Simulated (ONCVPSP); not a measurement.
# bromine (Br): one change to an ONCV potential, before and after

```json
{
 "Element": "Br (Z = 35)",
 "Generator": "ONCVPSP 4.0.1",
 "Type": "optimised norm-conserving Vanderbilt (ONCV)",
 "Functional": "PBE",
 "Relativity": "scalar-relativistic",
 "Frozen core": "[Ar] 3d10",
 "Valence charge": "7",
 "Reference configuration": "4s2 4p5",
 "Partial waves": "4s: rc 1.40 bohr, ncon 4, nbas 8, qcut 5.4 1/bohr, 2 projectors, debl 1.5 Ha; 4p: rc 1.60 bohr, ncon 3, nbas 7, qcut 4.9 1/bohr, 2 projectors, debl 2.5 Ha; d scattering state at 0.39 Ha: rc 1.50 bohr, ncon 5, nbas 8, qcut 7.4 1/bohr, 2 projectors, debl 3 Ha",
 "Local potential": "polynomial inside 1.10 bohr (lpopt 5, dvloc0 -1 Ha)",
 "Core correction": "none"
}
```

Change: s: qcut 4.2.

Cutoffs: the cutoffs (Ha) at which the residual kinetic energy of the hardest occupied pseudo-wave falls to 1 and 0.1 mHa per electron; they do not see the model core or the augmentation charge, which bear on the density cutoff. Errors are all-electron minus pseudo energies relative to the spin-unpolarised reference configuration.

Task: How do hardness, ghosts and transferability respond?

Result: The potential gets harder (13 Ha and 36 Ha → 39 Ha and 81 Ha); both files keep a bound ghost (d); the lowest positive-energy flag moves from s at 30.5 eV to s at 50.8 eV; the errors of the 4 common tests hardly move.

| quantity | base | changed |
| --- | --- | --- |
| cutoff, loose | 13 Ha | 39 Ha |
| cutoff, tight | 36 Ha | 81 Ha |
| loose cutoff by channel | s 13 Ha, p 11 Ha | s 39 Ha, p 11 Ha |
| bound ghosts | d | d |
| GHOST(+) flags under 300 eV | s at 30.5 eV, p at 202.7 eV | s at 50.8 eV, p at 202.7 eV |
| error for 4s2 4p4, meV [ΔE 12.55 eV] | -4.0 | -3.9 |
| error for 4s2 4p3, meV [ΔE 35.31 eV] | -21 | -20 |
| error for 4s2 4p2, meV [ΔE 69.30 eV] | -59 | -56 |
| error for 4s2 4p1, meV [ΔE 115.32 eV] | -115 | -109 |
| s: phases at 1.42 bohr within 0.05 rad from the reference energy up to (Ha; the scan ends near 5) | 1.1 | 1.8 |
| p: phases at 1.62 bohr within 0.05 rad from the reference energy up to (Ha; the scan ends near 5) | to the end of the scan | to the end of the scan |
| d: phases at 1.52 bohr within 0.05 rad from the reference energy up to (Ha; the scan ends near 5) | to the end of the scan | to the end of the scan |

Base: The cutoffs count occupied waves only; projector 2 of the d channel, the hardest unoccupied one, needs 125 Ha at the loose tolerance. Changed file: The cutoffs count occupied waves only; projector 2 of the d channel, the hardest unoccupied one, needs 125 Ha at the loose tolerance. A true bound ghost makes a file unfit for plane-wave use even where its test errors are small: the radial tests pick states by their node count and pass the ghost by.
